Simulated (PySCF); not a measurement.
Q: Write Cartesian coordinates for `C[O+](C)[BH2-]NC=O` as optimised with PBE0-D3(BJ)/def2-SVP.

A: 
```
atom  x, y, z in Å
C1    -1.640    0.810    0.947
O2    -0.677    0.023    0.264
C3    -1.209   -1.074   -0.457
B4     0.559    0.862   -0.482
N5     1.677   -0.112   -0.633
C6     2.468   -0.543    0.388
O7     2.284   -0.320    1.562
H8    -2.250    0.154    1.584
H9    -1.084    1.526    1.561
H10   -2.281    1.347    0.228
H11   -1.747   -1.737    0.235
H12   -1.882   -0.723   -1.257
H13   -0.353   -1.603   -0.891
H14    0.744    1.754    0.320
H15    0.084    1.196   -1.559
H16    1.974   -0.405   -1.555
H17    3.336   -1.159    0.036
```

Any rigid rotation of these coordinates is as good. Atoms count from 1 in this order. N5 (amide nitrogen) is planar (angles 124.5°, 120.1° and 114.9°, sum 359.5°, 0.05 Å off the plane of its three neighbours). The C–O distances run from 1.209 Å (C6=O7, drawn double) to 1.418 Å (C1–O2, drawn single), a spread of 0.209 Å. O2 (oxygen bonded to B and 2 C) is pyramidal (angles 116.1°, 116.0° and 114.8°, sum 346.9°, 0.32 Å off the plane of its three neighbours). B4 (four-coordinate boron) is distorted tetrahedral (angles from 100.7° to 116.1°).

Bonds between heavy atoms (Å): C1–O2 1.418, O2–C3 1.416, O2–B4 1.671, B4–N5 1.490, N5–C6 1.361, C6=O7 1.209.

Method: PySCF, PBE0-D3(BJ)/def2-SVP geometry optimisation, gas phase.

Point group: C1 (no symmetry element, even within 0.4 Å). Whether it is a minimum is left open (no frequencies). One conformer, not necessarily the lowest (C1–O2–B4–N5 158°, O2–B4–N5–C6 -74°, B4–N5–C6–O7 9°).
